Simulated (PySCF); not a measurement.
# Radial density of Al²⁺ (aluminium, charge +2)

UHF, [Ne] 3d1, 2D determinant (an excited configuration). Computed with PySCF 2.14 in dyall-av3z (19s12p3d2f, 84 functions), with the spin-free X2C one-electron Hamiltonian (Gaussian nucleus).

```csv
r (bohr),4πr²ρ (e/bohr),4πr²(ρα − ρβ)
0.00224,0.09330,0.0000
0.00377,0.2473,0.0000
0.00635,0.6398,0.0000
0.0107,1.587,0.0000
0.0180,3.661,-0.0001
0.0302,7.460,-0.0001
0.0508,12.34,-0.0002
0.0854,14.54,-0.0004
0.144,10.87,-0.0011
0.242,8.698,-0.0031
0.407,12.46,-0.0045
0.684,9.017,0.0012
1.15,1.821,0.0340
1.93,0.2641,0.2123
3.25,0.3112,0.3111
5.47,0.08062,0.0806
9.21,0.001789,0.0018
```

Densities and radii are taken from the X2C orbitals without a picture-change correction, which distorts them close to the nucleus.

The outer electron is Rydberg-like, and this basis confines it to a smaller radius and binds it less than a complete one would.

Where is the radial spin density 4πr²(ρα − ρβ) most negative, and why is it negative at all?

Around r = 0.407 bohr, down to -0.0045 e/bohr: exchange with the open shell polarises the paired shells in an unrestricted calculation.
